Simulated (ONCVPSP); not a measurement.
**What one change does to a pseudopotential (rubidium, ONCV)**

ONCVPSP 4.0.1 input, shortened (lines: element, Z, core and valence counts, functional; n l f; lmax; l rc ep ncon nbas qcut; lloc lpopt rc5 dvloc0; l nproj debl; icmod fcfact rcfact), PBE, scalar-relativistic:

```
  Rb 37.00    6    3        4      upf
    1    0    2.00
    2    0    2.00
    2    1    6.00
    3    0    2.00
    3    1    6.00
    3    2   10.00
    4    0    2.00
    4    1    6.00
    5    0    1.00
    2
    0    2.75    0.00    4    8    3.30
    1    1.75    0.00    4    9    5.40
    2    2.95    0.12    4    9    3.20
    4    5    1.70   -1.00
    0    2    0.90
    1    2    2.20
    2    3    1.20
    3    5.25    1.00
```

Change: all radii but the core radius scaled by about 1.19 (s 3.28, p 2.10, d 3.52 bohr); local potential polynomial inside 2.04 bohr (lpopt 5, dvloc0 -1 Ha).

Cutoffs: the cutoffs (Ha) at which the residual kinetic energy of the hardest occupied pseudo-wave falls to 1 and 0.1 mHa per electron; they do not see the model core or the augmentation charge, which bear on the density cutoff. Errors are all-electron minus pseudo energies relative to the spin-unpolarised reference configuration.

**Question.** Predict the effect on cutoff, ghosts and configuration errors.

**Answer.** The potential gets softer (11 Ha and 23 Ha → 6.4 Ha and 8.5 Ha); the errors of the 4 common tests hardly move; neither file shows a bound ghost. A larger radius leaves more room for a smooth pseudo-wave, so fewer plane waves are needed.

```tsv
quantity	base	changed
cutoff, loose	11 Ha	6.4 Ha
cutoff, tight	23 Ha	8.5 Ha
loose cutoff by channel	s 3.4 Ha, p 11 Ha	s 3.5 Ha, p 6.4 Ha
bound ghosts	none	none
GHOST(+) flags under 300 eV	none	none
error for 4s2 4p6 5s0, meV [ΔE 4.15 eV]	-0.5	-0.6
error for 4s2 4p6 5s0.5, meV [ΔE 1.58 eV]	-0.1	-0.1
error for 4s2 4p6 5s0 5p1, meV [ΔE 1.52 eV]	-0.2	-0.2
error for 4s1 4p6 5s1, meV [ΔE 37.74 eV]	-307	-297
rms error of d²Exc/dni dnj with the model core, mHa	1.02	0.98
```
